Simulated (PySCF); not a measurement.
Calculation: B3LYP-D3(BJ)/def2-TZVP (PySCF 2.14.0). Gas-phase values, no solvent. One relaxed conformer stands for a flexible species; it need not be the lowest. B3LYP has the VWN-RPA correlation part, as in Gaussian. 

Reference species (SMILES): `C[SiH](C)C` (neutral, multiplicity 1).

```
Property     Value
--------  --------
HOMO      -8.32 eV
```

Changed species: `CCC[SiH3]` (C–C–C–Si torsion 180°).

What does the change do to the HOMO?

the HOMO goes up by 0.04 eV, to -8.28 eV.
